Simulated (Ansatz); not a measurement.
Basis-set extrapolation for H7MgNSi2, SMILES `[MgH][N]([SiH3])[SiH3]` (PBE0-D4/def2-TZVP geometry, frozen core, the Gaussian-basis code of Ansatz). Multiplicity 1, RHF reference. For Mg the program correlates outer-core shells too, which these sets cover unevenly, so the extrapolated numbers aren't a true limit.

```json
{"": "HF", "def2-TZVPP": "-836.101342", "def2-QZVPP": "-836.132330"}
{"": "MP2 correlation", "def2-TZVPP": "-0.672820", "def2-QZVPP": "-0.747189"}
{"": "CCSD(T) correlation", "def2-TZVPP": "-0.750656", "def2-QZVPP": "not run"}
```

Energies in hartree. Use E(X) = E(∞) + A·exp(−7.88·√X) for Hartree–Fock and E(X) = E(∞) + B·X^(−2.97) for correlation, with X = 3 and 4, and add CCSD(T) minus MP2 of the smaller set to the MP2 limit.

Problem. What is the CCSD(T) energy at the basis-set limit?

Solution. HF limit: -836.132330 + (-0.030988) × 0.13774 = -836.13660. MP2 limit: -0.747189 + (-0.074369) × 0.74074 = -0.80228. Higher-order term: -0.750656 − (-0.672820) = -0.07784. Total: -837.01672 hartree, 103.4 kcal/mol below CCSD(T)/def2-TZVPP.
